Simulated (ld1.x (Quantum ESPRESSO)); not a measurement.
# krypton (Kr): one change to a TM potential, before and after

```
Element                 : Kr (Z = 36)
Generator               : ld1.x (Quantum ESPRESSO) 7.5
Type                    : norm-conserving Troullier–Martins (Kleinman–Bylander form)
Functional              : PBE
Relativity              : scalar-relativistic
Frozen core             : [Ar] 3d10
Valence charge          : 8
Reference configuration : 4s2 4p6
Partial waves           : 4s (bound): rc 1.05 bohr; 4p (bound): rc 1.45 bohr; 4d channel at -0.15 Ry: rc 1.45 bohr
Local potential         : the d channel
Core correction         : a·sin(br)/r model core inside 0.85 bohr
```

All-electron outer shells of the reference configuration (PBE, scalar-relativistic, ld1.x):

```tsv
shell	level (eV)	outermost node (bohr)	outermost maximum (bohr)
3p	-195.19	0.20	0.46
3d	-81.40	–	0.41
4s	-23.05	0.64	1.34
4p	-9.25	0.67	1.55
```

Change: wave 4d channel at -0.15 Ry: rc 1.45 bohr becomes 4d channel at 1.69 Ry: rc 1.45 bohr.

Cutoffs: the cutoffs (Ry, on a coarse ladder) from which the occupation-weighted sum of valence levels, in a spherical-Bessel basis at the reference potential, stays within 10 and 1 mRy of its value at 400 Ry; they do not see the model core or the augmentation charge, which bear on the density cutoff. Errors are all-electron minus pseudo energies relative to the spin-unpolarised reference configuration.

Q: How do hardness, ghosts and transferability respond?

A: The potential gets neither clearly harder nor softer (120 Ry and 230 Ry → 120 Ry and 230 Ry); the bound ghost in p disappears; of the 6 tests that both files solve, the error grows in 0 and shrinks in 4 by more than 15 % and 0.3 meV (median size 26.0 → 22.0 meV); the range in which the s phases agree widens (upper end 3.7 → at the end of the scan); the range in which the d phases agree widens (upper end 1.3 → at the end of the scan).

| quantity | base | changed |
| --- | --- | --- |
| cutoff, loose | 120 Ry | 120 Ry |
| cutoff, tight | 230 Ry | 230 Ry |
| bound ghosts | p | none |
| error for 4s2 4p5, meV [ΔE 14.29 eV] | -5.9 | -5.0 |
| error for 4s2 4p4, meV [ΔE 39.46 eV] | -25 | -20 |
| error for 4s2 4p3, meV [ΔE 76.54 eV] | -64 | -52 |
| error for 4s2 4p2, meV [ΔE 126.35 eV] | -131 | -108 |
| error for 4s1 4p6, meV [ΔE 28.80 eV] | -27 | -24 |
| error for 4s2 4p5.5, meV [ΔE 5.86 eV] | -1.8 | -1.6 |
| s: phases at 1.60 bohr within 0.05 rad from the reference energy up to (Ry; the scan ends near 5) | 3.7 | to the end of the scan |
| p: phases at 1.60 bohr within 0.05 rad from the reference energy up to (Ry; the scan ends near 5) | to the end of the scan | to the end of the scan |
| d: phases at 1.60 bohr within 0.05 rad from the reference energy up to (Ry; the scan ends near 5) | 1.3 | to the end of the scan |

 A true bound ghost makes a file unfit for plane-wave use even where its test errors are small: the radial tests pick states by their node count and pass the ghost by.
